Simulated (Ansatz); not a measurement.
Start from `C[SiH2][O][ZnH]` and change one atom or group to get `C[SiH2]OB[SiH3]`.

Ansatz, PBE0-D4/def2-TZVP geometries, multiplicity 1. Each molecule was computed in one conformer, which needn't be the lowest.

Scalar relativity is left out up to krypton.

```json
{"property": "zero-point energy (PBE0-D4/def2-TZVP) / kJ/mol", "`C[SiH2][O][ZnH]`": "169.1"}
{"property": "LUMO energy (B3LYP/def2-TZVPP) / eV", "`C[SiH2][O][ZnH]`": "-0.70"}
{"property": "HOMO–LUMO gap (PBE/def2-TZVPP) / eV", "`C[SiH2][O][ZnH]`": "5.38"}
{"property": "HOMO energy (ωB97M-V/def2-TZVPP) / eV", "`C[SiH2][O][ZnH]`": "-10.29"}
{"property": "HOMO energy (B3LYP/def2-TZVPP) / eV", "`C[SiH2][O][ZnH]`": "-7.79"}
{"property": "size of the dipole moment (ωB97M-V/def2-TZVPP) / D", "`C[SiH2][O][ZnH]`": "1.22"}
```

Question: What does the change do to each property? (An estimate is asked.)

Answer: The calculation gave: 
```tsv
property	`C[SiH2]OB[SiH3]`	shift
zero-point energy (PBE0-D4/def2-TZVP) / kJ/mol	251.3	82.2
LUMO energy (B3LYP/def2-TZVPP) / eV	-1.36	-0.66
HOMO–LUMO gap (PBE/def2-TZVPP) / eV	4.10	-1.28
HOMO energy (ωB97M-V/def2-TZVPP) / eV	-9.69	0.60
HOMO energy (B3LYP/def2-TZVPP) / eV	-7.31	0.48
size of the dipole moment (ωB97M-V/def2-TZVPP) / D	2.29	1.07
```

With PBE0 the HOMO rises by 0.48 eV and the LUMO falls by 0.76 eV, so the gap narrows by about 1.24 eV. PBE moves the HOMO by 0.36 eV and ωB97M-V by 0.60 eV. The zero-point energy changes by 82.2 kJ/mol with +12 modes. Dipoles are sizes alone; their direction can turn.

B3LYP here is the variant with VWN-RPA as its local correlation; programs differ in this.
